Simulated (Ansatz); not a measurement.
Mulliken charges of C₂H₄BN, SMILES `CC1=NB1` from B3LYP/def2-TZVPP in Ansatz (PBE0-D4/def2-TZVP geometry).

| atom | x (Å) | y (Å) | z (Å) | charge (e) |
| --- | --- | --- | --- | --- |
| C1 | 0.261 | 1.131 | -0.183 | -0.173 |
| C2 | -0.104 | -0.268 | 0.081 | 0.335 |
| N3 | -1.044 | -0.809 | 0.808 | -0.181 |
| B4 | -0.183 | -1.710 | 0.117 | -0.340 |
| H5 | 0.195 | 1.329 | -1.256 | 0.102 |
| H6 | -0.386 | 1.822 | 0.360 | 0.100 |
| H7 | 1.304 | 1.298 | 0.099 | 0.102 |
| H8 | 0.048 | -2.850 | -0.083 | 0.055 |

Q: By hand: the dipole of these point charges (1 e Å = 4.8032 D).

A: Σ q r = (0.288, 0.736, -0.214) e Å, of length 0.819 e Å = 3.93 D.

Q: How does the dipole of the full density compare? (Estimate.)

A: The calculation gave: (0.335, 0.238, -0.261) e Å, 2.34 D; the point charges give 1.68 times that, at 35° from its direction.

Point charges leave out the atoms' own dipoles, such as those of lone pairs, and Mulliken's split depends on the basis, so the two needn't agree.

B3LYP here is the variant with VWN-RPA as its local correlation; programs differ in this.
